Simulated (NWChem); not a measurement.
System: SiH3S2Cl; SMILES S[SiH](S)Cl

Here is an NWChem input.

```
start job
memory heap 200 mb stack 900 mb global 1100 mb
geometry units angstroms noautoz
  Si     0.031695     0.028180     0.510528
  S     -1.557744    -1.156909    -0.283639
  S     -0.058968     2.058133    -0.133374
  Cl     1.737489    -0.949491    -0.115834
  H      0.051738     0.107440     1.992353
  H     -2.516409    -0.284423     0.103132
  H     -0.209718     1.744389    -1.439898
end
basis spherical
  Si library def2-svp
  S library def2-svp
  Cl library def2-svp
  H library def2-svp
end
dft
  xc xwpbe 1.00 cpbe96 1.0 hfexch 1.00
  cam 0.8 cam_alpha 0.0 cam_beta 1.0
  iterations 150
  vectors input atomic output neutral.movecs
end
task dft energy
charge 1
dft
  odft
  mult 2
  vectors input atomic output cation.movecs
end
task dft energy
```

Parts of the log:

```
             Northwest Computational Chemistry Package (NWChem) 7.3.0
             --------------------------------------------------------

 C1  symmetry detected

                             Geometry "geometry" -> ""
                             -------------------------

 Output coordinates in angstroms (scale by  1.889725989 to convert to a.u.)

  No.       Tag          Charge          X              Y              Z
 ---- ---------------- ---------- -------------- -------------- --------------
    1 Si                  14.0000     0.03889932     0.02942521     0.52162426
    2 S                   16.0000    -1.73502122    -0.93521370    -0.17417112
    3 S                   16.0000     0.19553505     2.04438693    -0.15582187
    4 Cl                  17.0000     1.56179400    -1.18154064    -0.16558503
    5 H                    1.0000     0.14252549     0.12351975     1.99908730
    6 H                    1.0000    -2.54494206     0.06571244     0.24060269
    7 H                    1.0000    -0.06089309     1.73823402    -1.44759617

 Effective nuclear repulsion energy (a.u.)     336.9646298017

  pbe96 is a nonlocal functional; adding pw91lda local functional.

                                 NWChem DFT Module
                                 -----------------

 Summary of "ao basis" -> "ao basis" (spherical)
 ------------------------------------------------------------------------------
       Tag                 Description            Shells   Functions and Types
 ---------------- ------------------------------  ------  ---------------------
 Si                         def2-svp                 8       18   4s3p1d
 S                          def2-svp                 8       18   4s3p1d
 Cl                         def2-svp                 8       18   4s3p1d
 H                          def2-svp                 3        5   2s1p

            General Information
            -------------------
          SCF calculation type: DFT
          Wavefunction type:  closed shell.
          No. of atoms     :     7
          No. of electrons :    66
           Alpha electrons :    33
            Beta electrons :    33
          Charge           :     0
          Spin multiplicity:     1
          Use of symmetry is: off; symmetry adaption is: off
          Maximum number of iterations: 150
          AO basis - number of functions:    87
                     number of shells:    41
          Convergence on energy requested:  1.00D-06
          Convergence on density requested:  1.00D-05
          Convergence on gradient requested:  5.00D-04

              XC Information
              --------------
                     Hartree-Fock (Exact) Exchange  1.000
                     LC-wPBE(h)Exchange Functional  1.000
            Perdew 1991 LDA Correlation Functional  1.000 local
           PerdewBurkeErnz. Correlation Functional  1.000 non-local

           Range-Separation Parameters
           ---------------------------
           Alpha           :  0.00
           Beta            :  1.00
           Gamma           :  0.80
           Short-Range HF  :     F

             Grid Information
             ----------------
          Grid used for XC integration:  medium
          Radial quadrature: Mura-Knowles
          Angular quadrature: Lebedev.
          Tag              B.-S. Rad. Rad. Pts. Rad. Cut. Ang. Pts.
          ---              ---------- --------- --------- ---------
          Si                  1.10       88           8.0       590
          S                   1.00       88          10.0       590
          Cl                  1.00       88          11.0       590
          H                   0.35       45          10.0       434
          Grid pruning is: on
          Number of quadrature shells:   487
          Spatial weights used:  Erf1

      Superposition of Atomic Density Guess
      -------------------------------------

 Sum of atomic energies:       -1544.25453746

      Non-variational initial energy
      ------------------------------

 Total energy =   -1545.342515
 1-e energy   =   -2808.021889
 2-e energy   =     925.714744
 HOMO         =      -0.306581
 LUMO         =       0.071349

   convergence    iter        energy       DeltaE   RMS-Dens  Diis-err
 ---------------- ----- ----------------- --------- --------- ---------
 d= 0,ls=0.0,diis     1  -1547.0944093677 -1.88D+03  8.31D-03  5.76D-01
 d= 0,ls=0.0,diis     2  -1547.1505407870 -5.61D-02  3.26D-03  6.88D-02
 d= 0,ls=0.0,diis     3  -1547.1608284077 -1.03D-02  7.99D-04  5.73D-03
 d= 0,ls=0.0,diis     4  -1547.1618437064 -1.02D-03  2.59D-04  1.61D-04
 d= 0,ls=0.0,diis     5  -1547.1619046812 -6.10D-05  6.62D-05  1.06D-05
  Resetting Diis
 d= 0,ls=0.0,diis     6  -1547.1619083434 -3.66D-06  1.83D-05  4.65D-07
 d= 0,ls=0.0,diis     7  -1547.1619085648 -2.21D-07  2.99D-06  2.63D-08

         Total DFT energy =    -1547.161908564806
      One electron energy =    -2809.242830519687
           Coulomb energy =     1026.488100805258
    Exchange-Corr. energy =     -101.371808652070
 Nuclear repulsion energy =      336.964629801693

 Numeric. integr. density =       65.999999038981

                       DFT Final Molecular Orbital Analysis
                       ------------------------------------

 Vector   31  Occ=2.000000D+00  E=-4.746210D-01
              MO Center=  8.0D-03, -1.9D-01, -1.0D-01, r^2= 5.1D+00
   Bfn.  Coefficient  Atom+Function         Bfn.  Coefficient  Atom+Function
  ----- ------------  ---------------      ----- ------------  ---------------
    66      0.330134  4 Cl py                48      0.275493  3 S  py
    63      0.236164  4 Cl py                65      0.234877  4 Cl px
    45      0.219723  3 S  py                31      0.214181  2 S  pz
    29      0.207012  2 S  px                26      0.173905  2 S  px
    62      0.172561  4 Cl px                28      0.158576  2 S  pz

[...]
```

Level: LC-wPBE (HJS exchange hole, range parameter 0.8 per bohr)/def2-SVP, vertical spin-unrestricted ions. All runs use the structure optimised with PBE0/def2-SVP.
